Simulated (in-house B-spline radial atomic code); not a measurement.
# Response and correlation of La XXVIII (La27+)

Closed shell [Ar] 3d10 4s2. Computed with an all-electron radial atomic-structure program (B-spline basis): Dirac-Hartree-Fock, relativistic RPA (time-dependent Dirac-Hartree-Fock) for the response and second-order many-body perturbation theory for correlation, no-pair Dirac-Coulomb Hamiltonian, finite nucleus.

Command:
```bash
python run_mb.py task.json out
```
Settings (nuclear radius in fm, box in bohr, cutoff in hartree):
```
basis_form          2
Z                   57
core_configuration  [Ar] 3d10 4s2
rms_radius          4.855
mass_number         139
speed_of_light      137.036
box_radius          3.13
lmax                7
intervals           57
virtual_cutoff      81225.0
```

Run time, properties included: 4.9 s on 1 thread of Intel(R) Xeon(R) Platinum 8488C (shared host).

```
multipole (bohr³, bohr⁵, bohr⁷)  uncoupled  coupled RPA
                         dipole    0.12876      0.13932
                     quadrupole   0.017945      0.01998
                       octupole  0.0051476            ?
```

(1) What is the coupled octupole polarisability?

(2) Which subshells carry the dipole polarisability?

(3) What does the dipole shielding factor come to?

Dipole polarisability at imaginary frequency:

| u (Eh) | α(iu) (bohr³) |
| --- | --- |
| 0 | 0.1393 |
| 2.96 | 0.07462 |
| 7.41 | 0.02814 |
| 14.8 | 0.01386 |
| 22.2 | 0.009786 |
| 29.6 | 0.007615 |
| 44.4 | 0.005073 |
| 59.3 | 0.003591 |
| 74.1 | 0.002664 |
| 104 | 0.001611 |
| 148 | 0.00091 |
| 222 | 0.0004532 |
| 296 | 0.0002712 |
| 444 | 0.0001289 |
| 741 | 4.896e-05 |
| 1480 | 1.282e-05 |

(4) What dispersion coefficients follow for two such ions (the dispersion part alone)?

Lowest J = 1 odd-parity excitations:

```
energy (eV)  oscillator strength  leading channel  weight
     52.694               0.0861     4s1/2 → p1/2   0.939
      87.65                  1.1     4s1/2 → p3/2   0.935
     443.89                0.134     4s1/2 → p1/2   0.995
     455.51                0.237     4s1/2 → p3/2   0.995
     631.44               0.0456     4s1/2 → p1/2   0.997
      637.6                0.084     4s1/2 → p3/2   0.997
     747.17                0.027     4s1/2 → p1/2   0.998
     752.09               0.0505     4s1/2 → p3/2   0.998
```

Second-order correlation energy by the highest angular momentum of the excited pair (hartree): s -0.02333, p -0.2455, d -0.5107, f -0.6107, g -0.1917, h -0.08276, i -0.03748, k -0.01902.

(5) What is the second-order correlation energy at the partial-wave limit?

## Answers

(1) 0.0055619 atomic units, +8 % against the uncoupled value.

(2) 4s1/2 97.5 %, 3d5/2 1.2 %, 3d3/2 0.8 %.

(3) The dipole shielding factor is 0.526, against the exact N/Z = 30/57 = 0.526 of the non-relativistic theorem.

(4) C6 = (3/π)∫α(iu)²du = 0.05083 hartree·bohr⁶ and C8 = 0.05261 hartree·bohr⁸.

(5) The listed waves sum to -1.7211 hartree; extrapolating the increments as (l + 1/2)⁻⁴ gives -1.76 hartree, -1.6 eV per electron.
